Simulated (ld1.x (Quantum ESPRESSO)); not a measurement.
**Cutoff test, P (Z = 15), ultrasoft**

phosphorus, ultrasoft, made with ld1.x (Quantum ESPRESSO) 7.5 (PBE, scalar-relativistic). Core [Ne], reference 3s1 3p4. Waves: 3s (bound): rcut 1.65, rcutus 2.00 bohr; 3s channel at 1.25 Ry: rcut 1.65, rcutus 2.00 bohr; 3p (bound): rcut 1.45, rcutus 1.90 bohr; 3p channel at 0.65 Ry: rcut 1.45, rcutus 1.90 bohr. Local part: all-electron potential smoothed inside 1.80 bohr (lloc = -1). Core correction: Bessel-smoothed model core, default radius (core density twice the valence density). Augmentation charge: built from norm-conserving waves at rcut, not smoothed further.

The pseudo-atom Hamiltonian at the reference potential is diagonalised in spherical Bessel functions j_l(qr) that vanish at 20 bohr, with q² up to the cutoff. All-electron valence levels (Ry): 3s -1.0786, 3p -0.4462.

How do the lowest levels (Ry) of each channel move with the cutoff, and are there ghosts?

| cutoff (Ry) | s #1 | s #2 | p #1 | p #2 | d #1 | d #2 | f #1 | f #2 | Σ f·Δε (mRy) |
| --- | --- | --- | --- | --- | --- | --- | --- | --- | --- |
| 8 | -1.0781 | -0.0314 | -0.4294 | 0.0271 | 0.0641 | 0.1420 | 0.1148 | 0.2426 | 68.1 |
| 10 | -1.0783 | -0.0314 | -0.4385 | 0.0267 | 0.0640 | 0.1416 | 0.1148 | 0.2426 | 31.5 |
| 15 | -1.0785 | -0.0314 | -0.4454 | 0.0264 | 0.0640 | 0.1412 | 0.1148 | 0.2426 | 3.8 |
| 18 | -1.0786 | -0.0314 | -0.4460 | 0.0264 | 0.0639 | 0.1412 | 0.1148 | 0.2426 | 1.4 |
| 25 | -1.0786 | -0.0314 | -0.4463 | 0.0264 | 0.0639 | 0.1411 | 0.1148 | 0.2426 | 0.2 |
| 30 | -1.0786 | -0.0314 | -0.4463 | 0.0264 | 0.0639 | 0.1411 | 0.1148 | 0.2426 | 0.1 |
| 400 | -1.0786 | -0.0314 | -0.4463 | 0.0264 | 0.0639 | 0.1411 | 0.1148 | 0.2426 | 0.0 |

Result: no extra level below or beside the all-electron valence levels (s, p, d, f tested); 10 mRy is reached at 15 Ry and 1 mRy at 21 Ry.
